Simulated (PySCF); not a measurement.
Which orbitals make which state

C₃H₉FSi₃.
Geometry (GFN2-xTB, Å), atoms numbered from 1 in this order:
```xyz
16
C3H9FSi3 angstrom
C      3.4010    0.8449   -0.4955
C      2.5107    0.2512    0.0521
Si     1.1366   -0.6787    0.8750
C     -0.4827   -0.2570   -0.0499
Si    -0.9515    1.5864    0.1014
Si    -1.8999   -1.3974    0.4646
F     -2.1430   -1.1845    2.0448
H      4.1795    1.3669   -0.9740
H      1.4415   -2.1134    0.7468
H      1.0780   -0.2738    2.2824
H     -0.2933   -0.4451   -1.1109
H      0.1686    2.4146   -0.3537
H     -2.1193    1.8584   -0.7461
H     -1.2768    1.9186    1.4885
H     -1.5770   -2.8145    0.3449
H     -3.1801   -1.0677   -0.1467
```

Computed with TDDFT B3LYP/def2-SVPD, vertical, gas phase, core orbitals frozen in the response in PySCF.

Orbital energies (eV): HOMO-3 -8.93, HOMO-2 -8.74, HOMO-1 -8.10, HOMO -8.05, LUMO -0.62, LUMO+1 -0.43, LUMO+2 -0.14.

Problem. Among the lowest singlets, which states do these configurations lead, and at what energies: HOMO-2→LUMO, HOMO-2→LUMO+1?

Solution. 

| state | leading configuration | weight | Δε (eV) | E (eV) | E − Δε (eV) | f | other configurations |
| --- | --- | --- | --- | --- | --- | --- | --- |
| S6 | HOMO-2→LUMO | 0.80 | 8.12 | 7.18 | -0.93 | 0.034 | – |
| S8 | HOMO-2→LUMO+1 | 0.75 | 8.31 | 7.40 | -0.91 | 0.0094 | – |

E − Δε runs from -0.93 to -0.91 eV. Among themselves, these states come in the order of their orbital differences. Δε is the difference of the two orbital energies.

H and L stand for HOMO and LUMO. The other states: S1 6.08 eV, f 0.0004, H-1→L (37%), H-1→L+1 (24%), H→L (13%); S2 6.24 eV, f 0.0086, H→L (42%), H-1→L+1 (30%), H→L+2 (10%); S3 6.27 eV, f 0.0049, H→L+1 (44%), H-1→L (20%), H→L+2 (17%); S4 6.89 eV, f 0.018, H→L+2 (45%), H→L (28%), H→L+1 (13%); S5 7.00 eV, f 0.0049, H-1→L (30%), H-1→L+1 (27%), H-1→L+2 (22%); S7 7.33 eV, f 0.147, H→L+1 (18%), H-3→L (18%), H→L+3 (17%).

Triplets, Tamm–Dancoff:

```csv
state,E (eV),λ (nm),"main configurations (H = HOMO, L = LUMO)"
T1,5.07,244.5,"H-1→L+2 (24%), H→L+1 (20%), H→L (19%)"
T2,5.49,225.7,"H-1→L (30%), H→L+1 (26%), H-1→L+2 (13%)"
T3,5.50,225.6,"H-1→L+1 (32%), H→L (24%), H-1→L+2 (16%)"
```

Summed over the main configurations (up to three a state, each over 8%) of all 8 singlets, the electron leaves HOMO with weight 2.48, HOMO-1 with weight 1.90, HOMO-2 with weight 1.55 and HOMO-3 with weight 0.18.

Time: 74 s of wall time. Hardware: an Arm Neoverse N1 with one thread, no GPU (shared host).

One conformer stands for the species.
